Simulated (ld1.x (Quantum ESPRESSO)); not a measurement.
# praseodymium: one change to an ultrasoft potential, before and after

Pr (Z = 59), ultrasoft, made with ld1.x (Quantum ESPRESSO) 7.5 (PBE, scalar-relativistic). Core [Kr] 4d10 4f2, reference 5s2 5p6 5d1 6s2 6p0. Waves: 5s (bound): rcut 1.90, rcutus 2.35 bohr; 6s (bound): rcut 1.90, rcutus 2.35 bohr; 5p (bound): rcut 2.75, rcutus 3.25 bohr; 6p (bound, empty): rcut 2.75, rcutus 3.25 bohr; 5d (bound): rcut 1.70, rcutus 2.10 bohr; 5d channel at 1.7 Ry: rcut 1.70, rcutus 2.10 bohr. Local part: all-electron potential smoothed inside 2.75 bohr (lloc = -2). Core correction: none. Augmentation charge: PSQ, radius 1.35 bohr.

Change: core correction a·sin(br)/r model core inside 1.92 bohr.

Cutoffs: the cutoffs (Ry, on a coarse ladder) from which the occupation-weighted sum of valence levels, in a spherical-Bessel basis at the reference potential, stays within 10 and 1 mRy of its value at 400 Ry; they do not see the model core or the augmentation charge, which bear on the density cutoff. Errors are all-electron minus pseudo energies relative to the spin-unpolarised reference configuration.

Task: Predict the effect on cutoff, ghosts and configuration errors.

Result: The potential gets neither clearly harder nor softer (15 Ry and 21 Ry → 15 Ry and 21 Ry); of the 6 tests that both files solve, the error grows in 4 and shrinks in 2 by more than 15 % and 0.3 meV (median size 0.9 → 2.0 meV); neither file shows a bound ghost at the reference potential, the only one tested. A model core, the more so a compact one, raises the density cutoff, which this test does not measure.

```tsv
quantity	base	changed
cutoff, loose	15 Ry	15 Ry
cutoff, tight	21 Ry	21 Ry
bound ghosts	none	none
tests counted (converged, no solver errors)	6 of 7	6 of 7
error for 5s2 5p6 5d1 6s1 6p0, meV [ΔE 6.17 eV]	-0.3	-2.8
error for 5s2 5p6 5d1 6s0 6p0, meV [ΔE 17.43 eV]	+3.1	-15
error for 5s2 5p6 5d2 6s1 6p0, meV [ΔE 1.01 eV]	+1.0	-3.6
error for 5s2 5p6 5d1 6s1.5 6p0, meV [ΔE 2.48 eV]	-0.3	-0.8
error for 5s2 5p6 5d1 6s1 6p1, meV [ΔE 2.52 eV]	+0.8	-0.4
error for 5s2 5p6 5d1 6s0 6p2, meV [ΔE 5.14 eV]	+4.2	-1.3
s: phases at 3.55 bohr within 0.05 rad from the reference energy up to (Ry; the scan ends near 5)	to the end of the scan	to the end of the scan
p: phases at 3.55 bohr within 0.05 rad from the reference energy up to (Ry; the scan ends near 5)	3.1	3.1
d: phases at 3.55 bohr within 0.05 rad from the reference energy up to (Ry; the scan ends near 5)	to the end of the scan	to the end of the scan
lowest overlap eigenvalue by channel	s 0.10, p 0.08, d 0.83	s 0.10, p 0.08, d 0.83
```

Base: Tests not counted: 5s2 5p6 5d0 6s0 6p0 (solver errors, printed error -415 eV). Changed file: Tests not counted: 5s2 5p6 5d0 6s0 6p0 (solver errors, printed error -419 eV).
